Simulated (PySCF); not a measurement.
**Structure elucidation problem**

Molecular formula: C$_{5}$H$_{6}$Cl$_{3}$NSi. Simulated spectra:

1H NMR (400 MHz, computed): δ 8.74 (m, 1H), 8.65 (m, 1H), 5.58 (s, 1H), 2.14 (s, 3H).

13C{1H} NMR (computed): δ 177.3 (CH2), 115.4 (C), 78.4 (C), 74.3 (CH), 5.6 (CH3).

[PySCF 2.14.0 with density-fitted response routines: GFN2-xTB structure; NMR shieldings at PBE0/pcSseg-1/GIAO; non-relativistic; a single conformation; isolated molecule; averaged over atoms made equivalent by symmetry, fast rotation or ring inversion]

δ = σ(ref) − σ, references computed at the same level: 1H (31.72 ppm), 13C (186.93 ppm) against TMS.

Task: Deduce the structure.

Result: 
The formula gives 3 degrees of unsaturation (no ring in the answer). 5 carbon signals for 5 carbons: no two carbons are equivalent. Carbon types of the structure: 2 × C, 1 × CH, 1 × CH2, 1 × CH3, which accounts for all hydrogens. δC 177.3: C=N carbon. δC 115.4, 78.4: alkyne carbon. δC 74.3: sp3 CH bonded to 2 Cl and Si; 2 electronegative neighbours deshield it. δC 5.6: propargylic methyl carbon; saturated and bonded to C and H only. δH 8.74, 8.65: hydrogen on a C=N carbon. δH 5.58: hydrogen on an sp3 CH bonded to 2 Cl and Si; its carbon carries Cl, which withdraws density. δH 2.14: hydrogen on a propargylic methyl carbon.

The compound is `InChI=1S/C5H6Cl3NSi/c1-3-4-10(8,9-2)5(6)7/h5H,2H2,1H3/t10-/m1/s1`.

The data come from this structure; uniqueness wasn't tested.

Carbons that carry Cl, above all several Cl atoms, come out too deshielded, partly because spin–orbit coupling is missing. Shifts are as computed. Against solution values, carbons near 30 ppm lie about +3 ppm off and those near 130 ppm about +5 ppm; carbons on Cl a further +6 ppm. Of 1309 compounds with measured shifts, 239 miss one by over three times the rms of a fit or turn the order of signals round; such compounds aren't used in these exercises. No couplings were computed; multiplicities are counted from neighbouring protons, with m where these are inequivalent, close in shift, in a saturated or five-membered ring or joined by F or P, and br s for small geminal =CH2 splittings.
